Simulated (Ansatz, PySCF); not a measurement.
Spin states of IrO2 (SMILES [O]=[Ir]=[O]), each relaxed with B3LYP-D3(BJ)/def2-TZVP.
State 1 (charge 0, multiplicity 2):
```xyz
3

Ir     0.032    -0.021     0.021
O      1.259     0.236    -1.124
O     -1.324    -0.168     1.033
```
State 2 (charge 0, multiplicity 4):
```xyz
3

Ir     0.3431    -0.2881     0.3436
O      0.9427     0.3447    -1.1514
O     -1.3189    -0.0092     0.7373
```

Singlets are restricted, other states unrestricted; no spin–orbit coupling, no relativity up to Kr; see below for the cores. The largest T1 diagnostic is 0.088.

Codes used: Ansatz (Gaussian orbitals); PySCF for the dispersion terms. Each number belongs to the level named beside it. In def2 rows elements past Kr take small-core potentials, without spin–orbit coupling.

Problem. One of these levels gives 81.8 kJ/mol for the energy of the multiplicity-4 state less that of the multiplicity-2 state. Which?
A) BHLYP-D3(BJ)/def2-TZVPP
B) r2SCAN/def2-TZVPP
C) PBE-D3(BJ)/def2-TZVPP
D) wB97M-V/def2-TZVPP

Solution. A, BHLYP-D3(BJ)/def2-TZVPP. The others give 99.1 (PBE-D3(BJ)/def2-TZVPP), 69.2 (r2SCAN/def2-TZVPP), 111.9 (wB97M-V/def2-TZVPP)

Ansatz is a first-principles code.
